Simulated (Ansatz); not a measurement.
Reaction (ligand exchange at the Si–N bond): `Cl[SiH2][NH][GeH3]` + `S[SiH](Cl)Cl` → `Cl[SiH2]S[SiH](Cl)Cl` + `[NH2][GeH3]`

Gas-phase electronic energies from Ansatz, PBE0-D4/def2-TZVP geometries. CCSD(T)/CBS is the MP2 limit (def2-TZVPP, def2-QZVPP) plus CCSD(T) − MP2 in def2-TZVPP, frozen cores. Functionals use def2-TZVPP. For Ge outer-core shells are correlated without core-valence functions, which leaves a few kJ/mol of doubt a bond. Scalar relativity is left out up to krypton. Each species was taken in one conformer, which may not be the lowest.

```json
{"level": "PBE0-D4", "ΔE (kJ/mol)": "3.7"}
{"level": "ωB97X-V", "ΔE (kJ/mol)": "12.3"}
{"level": "r2SCAN", "ΔE (kJ/mol)": "9.7"}
{"level": "HF/def2-TZVPP", "ΔE (kJ/mol)": "28.9"}
{"level": "MP2/def2-TZVPP", "ΔE (kJ/mol)": "11.8"}
{"level": "SCS-MP2/def2-TZVPP", "ΔE (kJ/mol)": "16.7"}
{"level": "CCSD(T)/def2-TZVPP", "ΔE (kJ/mol)": "16.3"}
{"level": "MP2/CBS(def2)", "ΔE (kJ/mol)": "7.7"}
```

Task: What does CCSD(T)/CBS give? (Estimate.)

Result: Computed: +12.2 kJ/mol. The listed levels differ from it by -8.5, 0.1, -2.5, 16.7, -0.4, 4.5, 4.1, -4.5 kJ/mol.

Largest T1 diagnostic among the species: 0.011.

The D4 term adds −8.8 kJ/mol with B3LYP and −5.1 kJ/mol with PBE0; it sums over pairs of atoms, weighted by their polarisabilities, and B3LYP, whose exchange is more repulsive, gets the larger term. From PBE to PBE0 (25 % exact exchange), in def2-TZVPP and without D4, ΔE moves by +3.2 kJ/mol.

B3LYP here is the variant with VWN-RPA as its local correlation; programs differ in this.
